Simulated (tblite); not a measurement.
C₃H₂F₂O₂Si.
Z-matrix (Å and degrees, GFN2-xTB geometry), rows numbered from 1:
```
O 
C   1  1.2026
C   2  1.4604  1  124.28
C   3  1.3476  2  134.52  1     0.02
Si  4  1.8813  3   85.18  2  -179.99
F   5  1.5849  4  123.58  3  -109.43
F   5  1.5849  4  123.55  3   109.40
O   3  1.4024  2  119.19  1   180.00
H   2  1.1041  1  122.69  3  -179.96
H   4  1.0698  3  130.05  2    -0.00
```

Calculated harmonic vibrations of the isolated species, GFN2-xTB (tblite), most abundant isotopes, no scaling. Errors from tens to a few hundred cm⁻¹ against measured bands are possible. One conformer, not necessarily the lowest.

How many normal modes are there?

10 atoms, non-linear: 3N − 6 = 24.

What is the point group of the computed structure, and how do the modes divide by symmetry?

Cs. The vibrations span 16 a′ + 8 a″.

How many distinct wavenumbers does the calculation give?

24: Cs has no degenerate species.

How many fundamentals are allowed in the infrared by symmetry?

24 of 24: in Cs every mode is allowed. All fundamentals are allowed in the Raman spectrum.

How large is the harmonic zero-point energy?

½Σν̃ = 10797 cm⁻¹ = 129.2 kJ/mol (24 modes), 55.8 kJ/mol of it from above 1550 cm⁻¹.

How far is the lowest real mode excited at 200 K, as a harmonic oscillator?

θ = hcν̃/k = 93 K for 64.3 cm⁻¹, so N1/N0 = 0.63 and ⟨v⟩ = 1/(exp(θ/T) − 1) = 1.7.
